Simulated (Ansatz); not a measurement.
`FB[SiH3]` + `BO` → `BOBF` + SiH₄ at 400 K and 1 bar (cleavage of the B–Si bond).

Program: Ansatz. Geometries: PBE0-D4/def2-TZVP. ΔE: electronic, gas phase. CCSD(T)/CBS is the MP2 limit (def2-TZVPP, def2-QZVPP) plus CCSD(T) − MP2 in def2-TZVPP, frozen cores. This one scheme is used for every species. One conformer a species, not always the lowest.

| species | CCSD(T)/CBS energy (Eh) | H − E (kJ/mol) | S (J/(mol·K)) |
| --- | --- | --- | --- |
| `FB[SiH3]` | -416.08982 | 126.4 | 321.1 |
| `BO` | -101.80414 | 108.2 | 244.0 |
| `BOBF` | -226.48924 | 132.3 | 312.6 |
| SiH₄ | -291.46306 | 96.9 | 218.6 |

H − E and S are ideal-gas, rigid-rotor, harmonic terms from PBE0-D4/def2-TZVP, for one conformer and one mirror image of each species. 1 Eh = 2625.50 kJ/mol, R = 8.31446 J/(mol·K).

Task: By hand: ΔE, ΔH, ΔS and ΔG.

Result: ΔE = (-226.48924) + (-291.46306) − (-416.08982) − (-101.80414) = -0.05834 Eh = -153.2 kJ/mol. Δ(H − E) = 132.3 + 96.9 − 126.4 − 108.2 = -5.4, so ΔH = -158.6 kJ/mol. ΔS = 312.6 + 218.6 − 321.1 − 244.0 = -33.9 J/(mol·K). ΔG = -158.6 − 400 × (-33.9)/1000 = -145.0 kJ/mol.

Task: By hand: the equilibrium constant, and the temperature at which ΔG would vanish if ΔH and ΔS stayed fixed.

Result: log₁₀ K = −ΔG/(RT ln 10) = 18.9. ΔG = 0 at ΔH/ΔS = 4678 K, far beyond where these terms or the molecules hold.

ΔH outweighs TΔS. A doubt of 5 kJ/mol in ΔE shifts log₁₀ K by 0.7 here. Other conformers and mirror images would add mixing entropy, several J/(mol·K) or more a flexible species. Modes under 60 cm⁻¹, often nearly free rotors, make the harmonic entropy too high. These are equilibria of isolated gas molecules and say nothing of rates. Largest T1 diagnostic: 0.014 (customary marks: 0.02 for closed shells, 0.045 for open ones).
